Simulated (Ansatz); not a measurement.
Cost and result for the atomization energy of `NCO[SiH](O)F` (12 atoms, 11 bonds).

```json
{"atom": "N1", "x (Å)": "-1.0064", "y (Å)": "2.0291", "z (Å)": "-0.5858"}
{"atom": "C2", "x (Å)": "-0.8764", "y (Å)": "0.7142", "z (Å)": "-0.0786"}
{"atom": "O3", "x (Å)": "0.4771", "y (Å)": "0.2425", "z (Å)": "-0.1003"}
{"atom": "Si4", "x (Å)": "0.9390", "y (Å)": "-1.3124", "z (Å)": "-0.0518"}
{"atom": "O5", "x (Å)": "0.5907", "y (Å)": "-2.0643", "z (Å)": "1.3486"}
{"atom": "F6", "x (Å)": "2.5111", "y (Å)": "-1.2699", "z (Å)": "-0.2738"}
{"atom": "H7", "x (Å)": "-0.7106", "y (Å)": "2.0845", "z (Å)": "-1.5515"}
{"atom": "H8", "x (Å)": "-0.4587", "y (Å)": "2.6875", "z (Å)": "-0.0475"}
{"atom": "H9", "x (Å)": "-1.2298", "y (Å)": "0.6931", "z (Å)": "0.9560"}
{"atom": "H10", "x (Å)": "-1.5030", "y (Å)": "0.0413", "z (Å)": "-0.6737"}
{"atom": "H11", "x (Å)": "0.3088", "y (Å)": "-2.1213", "z (Å)": "-1.1076"}
{"atom": "H12", "x (Å)": "0.9581", "y (Å)": "-1.7243", "z (Å)": "2.1660"}
```

Charge 0, multiplicity 1. The structure was optimised at the PBE0-D4/def2-TZVP level. It is one conformer, not always the lowest. Program: Ansatz. All runs use 4 threads of an Arm Neoverse V1 on a shared host. Times are those of one run each, without the atoms' runs, and a repeat can differ threefold. Electronic energies, without spin–orbit coupling; frozen cores. CCSD(T)/CBS adds CCSD(T) − MP2 in def2-TZVPP to the MP2 limit, and its time is that of the two runs behind it. T1 = 0.011. B3LYP takes the VWN-RPA correlation (the form of Gaussian; ORCA's B3LYP/G).

CCSD(T)/CBS is a level of theory with its own doubt, some kJ/mol a heavy atom from the limit and from the frozen cores, so smaller differences don't rank the functionals.

```csv
level,functions,wall time,atomization (kcal/mol),difference from CCSD(T)/CBS,per bond
PBE-D4/def2-TZVPP (with forces),281,3.3 s,1145.6,14.4,1.3
PBE0-D4/def2-TZVPP,281,4.1 s,1118.1,-13.1,-1.2
r2SCAN-D4/def2-TZVPP (with forces),281,6.5 s,1125.2,-6.0,-0.5
B3LYP-D4/def2-TZVPP (with forces),281,6.5 s,1123.9,-7.3,-0.7
B2PLYP/def2-TZVPP,281,7.5 s,1115.2,-16.0,-1.5
ωB97X-V/def2-TZVPP,281,10 s,1129.8,-1.4,-0.1
ωB97M-V/def2-TZVPP (with forces),281,15 s,1130.7,-0.5,0.0
MP2/def2-QZVPP,535,33 s,1145.2,14.0,1.3
CCSD(T)/def2-TZVPP,281,7.4 min,1095.8,-35.4,-3.2
CCSD(T)/CBS(def2),–,8 min,1131.2,0.0,0.0
```

The D4 term adds +8.5 kcal/mol with B3LYP and +4.5 kcal/mol with PBE0; it sums over pairs of atoms, weighted by their polarisabilities, and B3LYP, whose exchange is more repulsive, gets the larger term. From PBE to PBE0 (25 % exact exchange), in def2-TZVPP and without D4, the atomization energy moves by −26.7 kcal/mol: exact exchange takes away binding that semilocal exchange gives to molecules. In def2-TZVPP, CCSD(T) changes the Hartree–Fock value by +302.7 kcal/mol (the triples alone add +17.3 kcal/mol) and MP2 by +330.7 kcal/mol; breaking electron pairs costs correlation energy, which Hartree–Fock lacks.
